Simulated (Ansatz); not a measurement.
MnO3Br (MnBrO3), 5 atoms. Hardware: 4 threads of Arm Neoverse V1 on a shared host.

The 6-31G sets use Cartesian d functions. Correlated methods freeze 17 core orbitals; core or outer-core shells of Mn, Br are correlated, in sets that lack core-valence functions.

(1) How many basis functions does each of these Ansatz runs have, and roughly what does it cost? r2SCAN-D4/def2-TZVPD, charge -1 doublet at the geometry of the charge 0 singlet, energy, from earlier orbitals; PBE0-D4/def2-SVP, charge 0 singlet, energy, from earlier orbitals; r2SCAN-D4/def2-TZVP, charge 1 doublet at the geometry of the charge 0 singlet, energy, from earlier orbitals; r2SCAN0-D4/def2-TZVP, charge 0 singlet, energy, from earlier orbitals; PBE-D4/def2-TZVP, charge 0 triplet at the geometry of the charge 0 singlet, energy, from earlier orbitals; PBE0-D4/def2-TZVPD, charge -1 doublet at the geometry of the charge 0 singlet, energy, from earlier orbitals; PBE0-D4/def2-TZVP, charge 1 doublet at the geometry of the charge 0 singlet, energy, from earlier orbitals; r2SCAN-D4/def2-TZVP, charge 0 singlet, energy, from earlier orbitals; MP2/def2-TZVP, charge 0 singlet, energy, from earlier orbitals; B3LYP-D4/6-31G, charge 0 singlet, energy; r2SCAN-D4/def2-TZVPD, charge 0 singlet, energy, from earlier orbitals; revPBE-D4/def2-TZVP, charge 0 singlet, energy, from earlier orbitals.

Answers

(1) Other jobs shared the machine, so times can vary by a factor of up to 3. A dash marks memory too small to be measured apart from the calling script's.

```
                                                                                                           run  functions  fitting or Cholesky vectors  wall time  peak host memory (GiB)
                                             PBE0-D4/def2-SVP, charge 0 singlet, energy, from earlier orbitals        105                         1037      1.7 s                       –
                                                                      B3LYP-D4/6-31G, charge 0 singlet, energy         85                          761      1.8 s                       –
                                          revPBE-D4/def2-TZVP, charge 0 singlet, energy, from earlier orbitals        186                         1271      1.9 s                       –
                                          r2SCAN-D4/def2-TZVP, charge 0 singlet, energy, from earlier orbitals        186                         1271      4.5 s                       –
                                         r2SCAN0-D4/def2-TZVP, charge 0 singlet, energy, from earlier orbitals        186                         1376        6 s                    0.61
                                         r2SCAN-D4/def2-TZVPD, charge 0 singlet, energy, from earlier orbitals        225                         1426      6.5 s                       –
     PBE-D4/def2-TZVP, charge 0 triplet at the geometry of the charge 0 singlet, energy, from earlier orbitals        186                         1271       15 s                       –
                                                MP2/def2-TZVP, charge 0 singlet, energy, from earlier orbitals        186                         1371       19 s                    0.84
    PBE0-D4/def2-TZVP, charge 1 doublet at the geometry of the charge 0 singlet, energy, from earlier orbitals        186                         1376       22 s                     1.2
  PBE0-D4/def2-TZVPD, charge -1 doublet at the geometry of the charge 0 singlet, energy, from earlier orbitals        225                         1566       27 s                     1.5
  r2SCAN-D4/def2-TZVP, charge 1 doublet at the geometry of the charge 0 singlet, energy, from earlier orbitals        186                         1271       30 s                    0.59
r2SCAN-D4/def2-TZVPD, charge -1 doublet at the geometry of the charge 0 singlet, energy, from earlier orbitals        225                         1426       34 s                    0.84
```
